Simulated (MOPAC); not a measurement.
Job for MOPAC: PM3 on ClH5Si (a complex), monomers drawn apart or pushed together.

```
PM3 1SCF PRECISE CHARGE=0 THREADS=1
ClH5Si

Cl     0.62551507 1     1.13809305 1    -0.22468063 1
H      1.11864222 1    -0.03363166 1    -0.05764518 1
Si    -0.50549600 1    -0.55786918 1     4.64816310 1
H     -0.64227760 1     0.91174786 1     4.72867505 1
H     -1.48662573 1    -1.10528178 1     3.68540119 1
H     -0.74322698 1    -1.15423619 1     5.98296009 1
H      0.86303586 1    -0.90745780 1     4.20160412 1
```

The log:

```
*******************************************************************************
 **                                                                           **
 **                              MOPAC v23.2.5                                **
 **                                                                           **
 *******************************************************************************
 ** MOPAC's Digital Object Identifier: https://doi.org/10.5281/zenodo.6511958 **
 **                                                                           **
 ** Please cite the open-source release paper for use of this MOPAC version:  **
 ** J. E. Moussa and J. J. P. Stewart (2026)                                  **
 ** MOPAC: An open-source semiempirical molecular orbital program             **
 ** J. Open Source Softw., 11(119), 8025, https://doi.org/10.21105/joss.08025 **
 *******************************************************************************

                              PM3 CALCULATION RESULTS

 *******************************************************************************
 *  PM3        - The PM3 Hamiltonian to be used
 *
 *
 *
 *                 CHARGE ON SYSTEM = 0
 *
 *
 *
 *  PRECISE    - TIGHTER CRITERIA TO BE USED
 *  1SCF       - DO 1 SCF AND THEN STOP
 *  THREADS=1  - MULTI-THREADING NOT USED
 *  T=         - A TIME OF 172800.0 SECONDS REQUESTED
 *  DUMP=N     - RESTART FILE WRITTEN EVERY 7200.0 SECONDS REQUESTED
 *******************************************************************************
PM3 1SCF PRECISE CHARGE=0 THREADS=1
 ClH5Si

   ATOM   CHEMICAL          X               Y               Z
  NUMBER   SYMBOL      (ANGSTROMS)     (ANGSTROMS)     (ANGSTROMS)

     1      Cl          0.62551507  *   1.13809305  *  -0.22468063  *
     2       H          1.11864222  *  -0.03363166  *  -0.05764518  *
     3      Si         -0.50549600  *  -0.55786918  *   4.64816310  *
     4       H         -0.64227760  *   0.91174786  *   4.72867505  *
     5       H         -1.48662573  *  -1.10528178  *   3.68540119  *
     6       H         -0.74322698  *  -1.15423619  *   5.98296009  *
     7       H          0.86303586  *  -0.90745780  *   4.20160412  *



          CARTESIAN COORDINATES

    NO.       ATOM           X           Y           Z

     1        Cl          0.6255      1.1381     -0.2247
     2         H          1.1186     -0.0336     -0.0576
     3        Si         -0.5055     -0.5579      4.6482
     4         H         -0.6423      0.9117      4.7287
     5         H         -1.4866     -1.1053      3.6854
     6         H         -0.7432     -1.1542      5.9830
     7         H          0.8630     -0.9075      4.2016

  H: (PM3): J. J. P. STEWART, J. COMP. CHEM. 10, 209 (1989).
 Si: (PM3): J. J. P. STEWART, J. COMP. CHEM. 10, 209 (1989).
 Cl: (PM3): J. J. P. STEWART, J. COMP. CHEM. 10, 209 (1989).

           Empirical Formula: H5 Cl Si  =     7 atoms



      MOLECULAR POINT GROUP   :   C1


      RHF CALCULATION, NO. OF DOUBLY OCCUPIED LEVELS = 8


 -------------------------------------------------------------------------------
 PM3 1SCF PRECISE CHARGE=0 THREADS=1
 ClH5Si



     1SCF WAS SPECIFIED, SO BFGS WAS NOT USED
     SCF FIELD WAS ACHIEVED


                              PM3 CALCULATION
                                                       MOPAC v23.2.5 Linux




          FINAL HEAT OF FORMATION =         -7.87859 KCAL/MOL =     -32.96402 KJ/MOL


          COSMO AREA              =        132.68 SQUARE ANGSTROMS
          COSMO VOLUME            =        110.48 CUBIC ANGSTROMS

          IONIZATION POTENTIAL    =         11.010325 EV
          HOMO LUMO ENERGIES (EV) =        -11.010  0.605
          NO. OF FILLED LEVELS    =          8
          MOLECULAR WEIGHT        =         68.5780         POINT GROUP:  C1

          MOLECULAR DIMENSIONS (Angstroms)

            Atom       Atom       Distance
            H     6   Cl     1     6.75744
            H     4    H     2     2.69316
            H     7    H     5     2.37308


          SCF CALCULATIONS        =          1





   ATOM   CHEMICAL          X               Y               Z
  NUMBER   SYMBOL      (ANGSTROMS)     (ANGSTROMS)     (ANGSTROMS)

     1      Cl          0.62551507  *   1.13809305  *  -0.22468063  *
     2       H          1.11864222  *  -0.03363166  *  -0.05764518  *
     3      Si         -0.50549600  *  -0.55786918  *   4.64816310  *
     4       H         -0.64227760  *   0.91174786  *   4.72867505  *
     5       H         -1.48662573  *  -1.10528178  *   3.68540119  *
     6       H         -0.74322698  *  -1.15423619  *   5.98296009  *
     7       H          0.86303586  *  -0.90745780  *   4.20160412  *

                             CARTESIAN COORDINATES

   1   Cl        0.625515070     1.138093050    -0.224680630
   2    H        1.118642220    -0.033631660    -0.057645180
   3   Si       -0.505496000    -0.557869180     4.648163100
   4    H       -0.642277600     0.911747860     4.728675050
   5    H       -1.486625730    -1.105281780     3.685401190
   6    H       -0.743226980    -1.154236190     5.982960090
   7    H        0.863035860    -0.907457800     4.201604120


           Empirical Formula: H5 Cl Si  =     7 atoms



      MOLECULAR POINT GROUP   :   C1


                  EIGENVALUES
 -55.44707 -16.77663 -14.84896 -11.84916 -11.83593 -11.81815 -11.01377 -11.01032
   0.60456   1.52214   2.16036   2.18407   2.21475


              NET ATOMIC CHARGES AND DIPOLE CONTRIBUTIONS

  ATOM NO.   TYPE          CHARGE      No. of ELECS.   s-Pop       p-Pop
    1         Cl          -0.099229        7.0992     1.96799     5.13124
    2          H           0.099205        0.9008     0.90080
    3         Si           0.467614        3.5324     0.91401     2.61838
    4          H          -0.113404        1.1134     1.11340
    5          H          -0.117148        1.1171     1.11715
    6          H          -0.116686        1.1167     1.11669
    7          H          -0.120353        1.1204     1.12035
 DIPOLE           X         Y         Z       TOTAL
 POINT-CHG.     0.204    -0.515     0.088     0.560
 HYBRID         0.310    -0.726     0.102     0.796
 SUM            0.513    -1.241     0.190     1.356


          ATOMIC ORBITAL ELECTRON POPULATIONS

     Atom    s        px        py        pz
    1 Cl   1.96799   1.87164   1.27448   1.98511
    2  H   0.90080
    3 Si   0.91401   0.87009   0.87462   0.87367
    4  H   1.11340
    5  H   1.11715
    6  H   1.11669
    7  H   1.12035

 **********************
 *                    *
 * JOB ENDED NORMALLY *
 *                    *
 **********************




 == MOPAC DONE ==
```

The run finished.

Cost: very roughly 0.03 core-seconds.
